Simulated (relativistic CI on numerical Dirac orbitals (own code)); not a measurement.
## Spin-allowed bands of a d2 ion in an octahedral site, by hand

Problem. Take Δ = 27390 cm⁻¹ and B = 830 cm⁻¹ for a d2 ion in an octahedral site. Calculate the three spin-allowed bands.

Working.
1. The terms of highest spin are 3F (energy 0) and 3P (15B = 12450 cm⁻¹). Here the F term splits into A2 at +1.2Δ = 32868, T2 at +0.2Δ = 5478 and T1 at −0.6Δ = -16434 cm⁻¹.
2. The two T1 states mix through the element 0.4Δ: H = [[-16434, 10956], [10956, 12450]], with roots ½(H₁₁ + H₂₂) ∓ ½√[(H₂₂ − H₁₁)² + 4H₁₂²] = ½(-3984) ∓ ½(36255) = -20119 and 16135 cm⁻¹.
3. The ground term is 3T1 at -20119 cm⁻¹.
4. Bands: 3T2 25597 cm⁻¹ (391 nm), 3T1(P) 36255 cm⁻¹ (276 nm), 3A2 52987 cm⁻¹ (189 nm).

Check. Exact diagonalisation of the whole d2 shell with these parameters gives 3T2 25597, 3T1 36255, 3A2 52987 cm⁻¹. The match is exact, since without spin-orbit coupling no other term has this spin. The ratio of the second band to the first, 1.416, depends on Δ/B = 33.0 alone, which is how a Tanabe-Sugano diagram is read.
